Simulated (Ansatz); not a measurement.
Two structures of SiPNH$_{8}$O, closed shell, reached by relaxing down either side of one saddle point (PBE0-D4/def2-TZVP). Energies are electronic, without zero-point energy. Ansatz 0.2.0; basis: def2-TZVPP and def2-QZVPP; cores frozen in the correlated methods. Extrapolation: Hartree–Fock as exp(−7.88 √X), correlation as X^−2.97. First:

Si1  (-1.085, 0.151, 1.378)
N2  (-0.640, -1.227, 0.448)
H3  (-1.509, -0.145, 2.769)
H4  (-2.213, 0.752, 0.613)
O5  (0.185, 1.167, 1.573)
H6  (2.002, -0.602, -1.545)
P7  (1.413, 0.684, -1.582)
H8  (-1.315, -1.628, -0.184)
H9  (-0.035, -1.936, 0.829)
H10  (0.675, 1.360, 0.763)
H11  (0.323, 0.285, -2.391)
H12  (2.200, 1.140, -2.671)
(Å)

Second:

Si1  (-0.096, 0.661, 0.700)
N2  (-0.802, -1.717, -0.491)
H3  (0.350, -0.403, 1.625)
H4  (-1.569, 0.664, 0.486)
O5  (0.276, 2.050, 1.538)
H6  (-1.243, -1.590, -1.394)
P7  (0.970, 0.684, -1.301)
H8  (-1.502, -2.080, 0.145)
H9  (-0.087, -2.426, -0.596)
H10  (-0.054, 2.876, 1.185)
H11  (1.838, -0.390, -0.974)
H12  (1.919, 1.672, -0.923)
(Å)

Which bonds change from the first to the second?

SiNH₅O ([NH2][SiH2][OH]) + PH₃ → SiPH₅O ([OH][SiH2][PH2]) + NH₃; bonds formed: Si1–P7, N2–H6; bonds broken: Si1–N2, H6–P7.

Give the saddle point's structure and its height above each. (Judge from chemistry; the value comes from the calculation.)

Computed: 39.82 kcal/mol above the first and 28.87 kcal/mol above the second (CCSD(T) at an estimated basis limit (MP2 extrapolated from triple and quadruple zeta, plus CCSD(T) − MP2 in triple zeta)).
Si1  (-0.798, 0.330, 0.864)
N2  (-0.176, -1.318, 0.219)
H3  (-1.632, -0.189, 1.983)
H4  (-1.716, 0.878, -0.151)
O5  (0.326, 1.201, 1.654)
H6  (0.310, -0.900, -0.649)
P7  (0.975, 1.051, -1.403)
H8  (-0.896, -2.010, 0.018)
H9  (0.523, -1.730, 0.833)
H10  (0.914, 1.644, 1.023)
H11  (0.159, 0.866, -2.549)
H12  (2.010, 0.179, -1.842)
(Å)

No T1 diagnostic of these runs exceeds 0.013.

Labels in which every atom is bracketed show which atoms are joined, not bond orders.

For scale, one of the runs: CCSD(T)/def2-TZVPP, 258 basis functions, launched by `ansatz run in.yaml --threads 4 --pin off --events-out ev --progress --plain --max-ram 9574MiB`. Hardware: 4 CPU threads of an Arm Neoverse V2, shared host. Wall time 2 min; peak host memory 5.7 GiB.
